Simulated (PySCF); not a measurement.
Level of theory: PBE-D3(BJ)/def2-TZVP run with PySCF. Isolated molecules, 0 K electronic values unless said otherwise. Excitations are Tamm–Dancoff values on a coarser integration grid. The basis has no diffuse functions, so Rydberg states are missing or too high.

Reference species (SMILES): `[Br][GaH][Br]` (neutral, multiplicity 1).

```
Item                    Value
-------------------  --------
T1 excitation (TDA)   4.50 eV
HOMO                 -7.23 eV
```

Changed species: `[Br][Ga]([Br])[Br]` (0 of 3 Br replaced by H; the reference has 1 of 3 Br replaced by H).

Predict the effect on the T1 excitation (TDA) and HOMO.

the T1 excitation (TDA) falls by 0.49 eV, to 4.01 eV; the HOMO falls by 0.18 eV, to -7.41 eV.
